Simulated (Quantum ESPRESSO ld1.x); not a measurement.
All-electron atom: Cs- in [Xe] 6s2. Calculated with ld1.x of Quantum ESPRESSO 7.5: non-relativistic Kohn-Sham, LDA (Slater exchange, Perdew-Zunger correlation), spin-polarised, spherical densities, point nucleus, Perdew-Zunger self-interaction correction; relativity is left out, which matters for an element this heavy.

Radial electron density D(r) = 4 pi r^2 rho(r):

| r (bohr) | D(r) (e/bohr) |
|---|---|
| 0.005476 | 24.28 |
| 0.006478 | 30.45 |
| 0.007602 | 37.10 |
| 0.008993 | 44.62 |
| 0.01055 | 51.90 |
| 0.01238 | 58.71 |
| 0.01465 | 64.59 |
| 0.01719 | 68.25 |
| 0.02034 | 69.53 |
| 0.02387 | 68.31 |
| 0.02801 | 65.48 |
| 0.03313 | 62.45 |
| 0.03888 | 61.61 |
| 0.04599 | 64.75 |
| 0.05397 | 71.91 |
| 0.06333 | 81.30 |
| 0.07492 | 89.51 |
| 0.08792 | 91.66 |
| 0.104 | 86.31 |
| 0.122 | 76.85 |
| 0.1432 | 69.28 |
| 0.1694 | 68.74 |
| 0.1988 | 74.24 |
| 0.2333 | 78.17 |
| 0.276 | 72.08 |
| 0.3239 | 55.94 |
| 0.3831 | 37.20 |
| 0.4496 | 27.49 |
| 0.5276 | 27.58 |
| 0.6242 | 31.02 |
| 0.7325 | 29.98 |
| 0.8665 | 23.11 |
| 1.017 | 15.18 |
| 1.193 | 9.683 |
| 1.412 | 7.120 |
| 1.656 | 6.132 |
| 1.959 | 5.043 |
| 2.299 | 3.623 |
| 2.698 | 2.211 |
| 3.192 | 1.148 |
| 3.746 | 0.6113 |
| 4.431 | 0.3902 |
| 5.2 | 0.3247 |
| 6.102 | 0.2902 |
| 7.219 | 0.2429 |
| 8.471 | 0.1850 |
| 10.02 | 0.1229 |
| 11.76 | 0.07336 |
| 13.8 | 0.03817 |
| 16.32 | 0.01625 |
| 19.16 | 0.005991 |
| 22.66 | 0.001678 |
| 26.59 | 0.0003901 |

D(r) has 4 maxima, at r = 0.0202, 0.0852, 0.233, 0.660 bohr, and minima at 0.0377, 0.158, 0.483 bohr, inside which lie 2.01, 11.40, 28.99 electrons.
